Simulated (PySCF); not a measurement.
Radial density of I⁻ (iodine, charge -1)

UHF, [Xe], closed-shell 1S. All numbers are calculated (PySCF 2.14, scalar relativity by spin-free X2C-1e, in aug-cc-pwCVTZ-DK3 with one added diffuse shell each of s, p, d, f type (11s10p8d5f1g, 125 functions)).

```csv
r (bohr),4πr²ρ (e/bohr)
0.0268,64.04
0.0451,62.62
0.0759,87.75
0.128,69.99
0.215,72.35
0.361,45.05
0.608,26.65
1.02,16.47
1.72,4.984
2.89,2.335
4.87,0.3191
8.18,0.009727
13.8,1.830e-05
```

Densities and radii are taken from the X2C orbitals without a picture-change correction, which distorts them close to the nucleus.
